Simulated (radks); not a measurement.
Dispersion coefficients C6 (hartree bohr^6) between ground-configuration atoms and ions, from the Casimir-Polder integral (3/pi) of alpha_A(iw) alpha_B(iw). Method: scalar-relativistic Kohn-Sham, LDA (Slater exchange, Perdew-Wang correlation), spin-unpolarised, spherical densities, finite nucleus; Fermi nuclear charge, rms radius of each element as measured or else 0.836 A^(1/3) + 0.57 fm; computed with a radial shooting solver on a logarithmic mesh with Libxc functionals. Response by self-consistent Sternheimer equations with the Hartree and adiabatic LDA kernel, the relativistic mass of each level held fixed and spin-orbit coupling left out. For heavy and open-shell atoms this level of theory can miss by tens of per cent.

\begin{tabular}{lrrrrrrr}
C6 & Co & Co+ & Co2+ & Co3+ & Co4+ & Co5+ & Co6+ \\ \hline
Co & 397.4 &  &  &  &  &  &  \\
Co+ & 114.8 & 38.02 &  &  &  &  &  \\
Co2+ & 53.64 & 19.79 & 11.11 &  &  &  &  \\
Co3+ & 30.35 & 12.03 & 7.086 & 4.675 &  &  &  \\
Co4+ & 19.72 & 8.185 & 4.967 & 3.351 & 2.439 &  &  \\
Co5+ & 14.21 & 6.060 & 3.745 & 2.561 & 1.882 & 1.462 &  \\
Co6+ & 11.08 & 4.790 & 2.988 & 2.059 & 1.522 & 1.186 & 0.9646 \\
\end{tabular}

Static polarisabilities (bohr^3): Co ([Ar] 3d7 4s2) 48.27, Co+ ([Ar] 3d8) 10.52, Co2+ ([Ar] 3d7) 3.848, Co3+ ([Ar] 3d6) 1.926, Co4+ ([Ar] 3d5) 1.170, Co5+ ([Ar] 3d4) 0.8121, Co6+ ([Ar] 3d3) 0.6213. The combination rule 2 Ca Cb / ((alpha_b/alpha_a) Ca + (alpha_a/alpha_b) Cb) gives 7.089 for Co4+-Co+, against 8.185 from the integral.
